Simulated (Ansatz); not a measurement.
Computed with Ansatz on PBE0-D4/def2-TZVP structures; ΔE is electronic, products minus reactants. CCSD(T)/CBS adds triple-zeta CCSD(T) − MP2 to the extrapolated MP2 energy (def2 sets, frozen cores). DFT in def2-TZVPP. For Br outer-core shells are correlated without core-valence functions, which leaves a few kJ/mol of doubt a bond. Scalar relativity is left out up to krypton. Each species was taken in one conformer, which may not be the lowest.

Consider the ligand exchange at the Si–Br bond: `[SiH3]O[SiH2]Br` + `O[SiH3]` → `[SiH3]O[SiH2]O[SiH3]` + HBr.

`[SiH3]O[SiH2]Br`:

Cartesian coordinates in Å:
```
Si 0.166 -1.019 1.190
O 0.568 -0.148 -0.146
Si 0.043 0.894 -1.268
Br -1.576 2.167 -0.435
H -0.998 -1.892 0.893
H -0.171 -0.104 2.307
H 1.341 -1.848 1.546
H 1.155 1.782 -1.663
H -0.528 0.168 -2.422
```

`O[SiH3]`:

```xyz
6

O    -0.287    0.948   -0.814
Si    0.146   -0.354    0.100
H    -0.713    1.682   -0.372
H     1.117    0.020    1.164
H     0.771   -1.316   -0.836
H    -1.034   -0.981    0.757
```

`[SiH3]O[SiH2]O[SiH3]`:

Cartesian coordinates in Å:
```
Si -2.142 0.943 -0.635
O -1.125 0.645 0.613
Si -0.187 -0.461 1.352
O 0.994 -0.976 0.358
Si 2.303 -0.547 -0.527
H -2.919 2.165 -0.319
H -3.069 -0.203 -0.828
H -1.363 1.155 -1.882
H -0.999 -1.644 1.716
H 0.407 0.193 2.540
H 1.868 0.089 -1.796
H 3.147 0.412 0.235
H 3.084 -1.771 -0.825
```

HBr:

Z-matrix (Å, degrees):
```
Br
H 1 1.420
```

| level | ΔE (kJ/mol) | difference from CCSD(T)/CBS |
| --- | --- | --- |
| LDA (SPW92) | -19.6 | 5.2 |
| BLYP-D4 | -28.8 | -4.0 |
| PBE0-D4 | -18.5 | 6.3 |
| r2SCANh-D4 | -23.3 | 1.5 |
| revPBE | -10.7 | 14.1 |
| MP2/def2-SVP | -28.7 | -3.9 |
| HF/def2-TZVPP | -35.6 | -10.8 |
| SCS-MP2/def2-TZVPP | -29.5 | -4.7 |
| HF/def2-QZVPP | -38.0 | -13.2 |
| SCS-MP2/def2-QZVPP | -27.6 | -2.8 |
| CCSD(T)/CBS | -24.8 | 0 |

Largest T1 diagnostic among the species: 0.012.

The D4 term adds −3.5 kJ/mol with B3LYP and −2.5 kJ/mol with PBE0; it sums over pairs of atoms, weighted by their polarisabilities, and B3LYP, whose exchange is more repulsive, gets the larger term. In def2-TZVPP, CCSD(T) changes the Hartree–Fock value by +5.7 kJ/mol (the triples alone add +1.7 kJ/mol) and MP2 by +10.7 kJ/mol.

B3LYP here is the variant with VWN-RPA as its local correlation; programs differ in this.
